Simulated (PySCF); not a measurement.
Ag²⁸⁺: ionisation energy

Ag²⁸⁺ [Ar] 3d1 (2D) → Ag²⁹⁺ [Ar] (1S), as a difference of total energies. Computed with PySCF 2.14 in an even-tempered Gaussian basis (18 s from 3.6 bohr⁻², ratio 2.5; 12 p from 4.7 bohr⁻², ratio 2.5; 8 d from 4.7 bohr⁻², ratio 2.5; 4 f from 16 bohr⁻², ratio 2.7; 3 g from 25 bohr⁻², ratio 2.7), with the spin-free X2C one-electron Hamiltonian (Gaussian nucleus). Correlated levels: outer shells: [Ne] frozen; virtual orbitals above 40 to 60 times the deepest correlated orbital energy dropped. The calculations carry no spin-orbit coupling.

```tsv
method	ionisation energy (eV)
UHF	1530.4
LDA	1531.6
PBE	1532.1
PBE0	1532.1
r2SCAN	1532.6
PW91	1532.7
revPBE	1532.1
MP2 (outer shells)	1530.3
SCS-MP2 (outer shells)	1530.3
```

A first-order spin-orbit estimate (lowest level to lowest level, LS coupling) adds 4.967 eV.

Breit and QED terms and the two-electron picture change are absent.

For comparison: 1535 ± 4 eV (theoretical estimate listed by NIST; NIST Atomic Spectra Database, ionization energies).
